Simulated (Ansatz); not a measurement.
Reaction (ligand exchange at a Cd–C bond): `C[CH2][Cd][OH]` + CH₃OH → `C[O][Cd][OH]` + `CC`

Calculated with Ansatz (gas phase, PBE0-D4/def2-TZVP geometries, no zero-point term in ΔE). CBS: MP2 limit from def2 TZ/QZ plus the TZ coupled-cluster correction, frozen cores. This one scheme is used for every species. DFT in def2-TZVPP. def2 core potentials past Kr. For Cd outer-core shells are correlated without core-valence functions, which leaves a few kJ/mol of doubt a bond. Each species was taken in one conformer, which may not be the lowest.

`C[CH2][Cd][OH]`:

Cartesian coordinates in Å:
```
C 1.083 -0.087 1.119
C -0.047 -0.815 0.403
Cd -0.916 0.244 -1.190
O -1.716 1.138 -2.764
H 0.750 0.855 1.561
H 1.493 -0.695 1.933
H 1.912 0.148 0.447
H -0.853 -1.060 1.099
H 0.305 -1.765 -0.010
H -2.011 2.036 -2.600
```

CH₃OH:

Cartesian coordinates in Å:
```
C -0.062 0.085 -0.340
O -0.198 0.156 1.061
H -0.736 0.830 -0.765
H -0.345 -0.897 -0.738
H 0.957 0.319 -0.674
H 0.386 -0.493 1.457
```

`C[O][Cd][OH]`:

```xyz
8

C     1.351   -0.418    0.826
O     0.350   -1.009    0.046
Cd   -1.044    0.048   -0.834
O    -2.418    0.987   -1.867
H     0.959    0.115    1.704
H     1.982    0.287    0.264
H     2.008   -1.213    1.199
H    -3.188    1.203   -1.338
```

`CC`:

Z-matrix (Å, degrees):
```
C
C 1 1.519
H 1 1.093 2 111.4
H 1 1.093 2 111.4 3 120.0
H 1 1.093 2 111.4 3 -120.0
H 2 1.093 1 111.4 3 180.0
H 2 1.093 1 111.4 3 -60.0
H 2 1.093 1 111.4 3 60.0
```

| level | ΔE (eV) |
| --- | --- |
| r2SCANh-D4 | -0.22 |
| ωB97M-V | -0.19 |
| PBE | -0.19 |
| HF/def2-SVP | -0.42 |

(1) What does CCSD(T)/CBS give? (Best estimate.)

(2) What do rigid-rotor, harmonic-oscillator terms from PBE0-D4/def2-TZVP frequencies (298.15 K, 1 bar) make of the CCSD(T)/CBS value? (Estimate.)

Largest T1 diagnostic among the species: 0.017.

## Answers

(1) The calculation gave: -0.18 eV. The listed levels differ from it by -0.04, -0.01, -0.01, -0.24 eV.

(2) Computed: ΔZPE = 0.00 eV, ΔH = -0.19 eV, ΔS = -20 J/(mol·K), ΔG = -0.12 eV. Modes under 50 cm⁻¹ make the entropy rough.

From r2SCAN to r2SCAN0 (25 % exact exchange), in def2-TZVPP and without D4, ΔE moves by +0.05 eV. In def2-TZVPP, CCSD(T) changes the Hartree–Fock value by +0.20 eV (the triples alone add +0.02 eV) and MP2 by +0.28 eV.
